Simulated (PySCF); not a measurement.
Excitation energy of Si²⁺ by level of theory

Si²⁺ [Ne] 3s2 (1S) → Si²⁺ [Ne] 3s1 3d1 (3D), as a difference of total energies. All numbers are calculated (PySCF 2.14, the spin-free X2C one-electron Hamiltonian (Gaussian nucleus), in aug-cc-pCVTZ-DK with one added diffuse shell each of s, p, d, f type (9s8p6d4f, 91 functions)). Correlated levels: valence: [Ne] frozen. The calculations carry no spin-orbit coupling.

```tsv
method	excitation energy (cm⁻¹)
UHF	134930
MP2 (valence)	140760
SCS-MP2 (valence)	142980
CCSD (valence)	142840
```

The promoted electron is Rydberg-like, and one or two diffuse shells describe it only roughly, which tends to raise the upper state.

With two correlated electrons CCSD is exact in that space.
